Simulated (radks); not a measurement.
The numbers below are computed, except where a source is named.
The potassium anion K-, [Ar] 4s2, held by a Watson sphere: a shell of charge +1 at radius R that stands for the Madelung well of a crystal (potential energy -1/R inside, -1/r outside, in hartree with lengths in bohr). Code: a radial shooting solver on a logarithmic mesh with Libxc functionals. Model: non-relativistic Kohn-Sham, PBEsol, spin-polarised, spherical densities, point nucleus. Response by self-consistent Sternheimer equations with the Hartree and adiabatic LDA kernel. The sphere does not respond.

R (bohr)	e(3s) (eV)	e(3p) (eV)	e(4s) (eV)	<r> 4s (bohr)	sum of <r^2> (bohr^2)	X-ray form factor at sin(theta)/lambda = 0.1 1/angstrom	alpha (bohr^3)
2.26	-38.289	-22.177	-3.602	4.205	60.19	17.060	173.1
2.7	-36.960	-20.884	-3.561	4.272	61.65	17.019	181.0
4.08	-34.916	-18.826	-3.239	4.682	69.77	16.878	247.5
4.1	-34.901	-18.810	-3.233	4.689	69.91	16.876	248.8
4.64	-34.563	-18.463	-3.070	4.878	73.93	16.828	288.1
4.96	-34.418	-18.314	-2.972	4.988	76.40	16.803	314.0
5.08	-34.372	-18.266	-2.936	5.029	77.33	16.794	324.1
